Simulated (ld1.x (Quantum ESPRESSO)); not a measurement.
# Before and after: TM potential for Pb (Z = 82)

lead, norm-conserving Troullier–Martins (Kleinman–Bylander form), made with ld1.x (Quantum ESPRESSO) 7.5 (PBEsol, scalar-relativistic). Core [Xe] 4f14 5d10, reference 6s2 6p2. Waves: 6s (bound): rc 1.50 bohr; 6p (bound): rc 2.90 bohr; 6d channel at 0.3 Ry: rc 3.15 bohr. Local part: all-electron potential smoothed inside 1.80 bohr (lloc = -1). Core correction: none.

Change: all radii scaled by about 1.05 (s 1.58, p 3.06, d 3.32 bohr); local potential all-electron potential smoothed inside 1.90 bohr (lloc = -1).

Cutoffs: the cutoffs (Ry, on a coarse ladder) from which the occupation-weighted sum of valence levels, in a spherical-Bessel basis at the reference potential, stays within 10 and 1 mRy of its value at 400 Ry; they do not see the model core or the augmentation charge, which bear on the density cutoff. Errors are all-electron minus pseudo energies relative to the spin-unpolarised reference configuration.

Predict the effect on cutoff, ghosts and configuration errors.

The potential gets neither clearly harder nor softer (40 Ry and 160 Ry → 45 Ry and 100 Ry); both files keep a bound ghost (s); of the 7 tests that both files solve, the error grows in 3 and shrinks in 2 by more than 15 % and 0.3 meV (median size 9.0 → 14.2 meV).

| quantity | base | changed |
| --- | --- | --- |
| cutoff, loose | 40 Ry | 45 Ry |
| cutoff, tight | 160 Ry | 100 Ry |
| loose cutoff by channel (10 mRy a level) | s 35 Ry, p 6 Ry | s 30 Ry, p 6 Ry |
| bound ghosts | s | s |
| error for 6s2 6p1, meV [ΔE 6.60 eV] | -2.0 | -4.2 |
| error for 6s2 6p0, meV [ΔE 20.04 eV] | -9.0 | -17 |
| error for 6s1 6p0, meV [ΔE 52.52 eV] | -30 | -31 |
| error for 6s2 6p1.5, meV [ΔE 2.50 eV] | -0.6 | -1.1 |
| error for 6s0 6p4, meV [ΔE 17.91 eV] | +225 | +117 |
| error for 6s2 6p2.3, meV [ΔE -0.80 eV] | +0.6 | +0.5 |
| error for 6s1 6p2, meV [ΔE 16.18 eV] | +34 | +14 |

 A true bound ghost makes a file unfit for plane-wave use even where its test errors are small: the radial tests pick states by their node count and pass the ghost by.
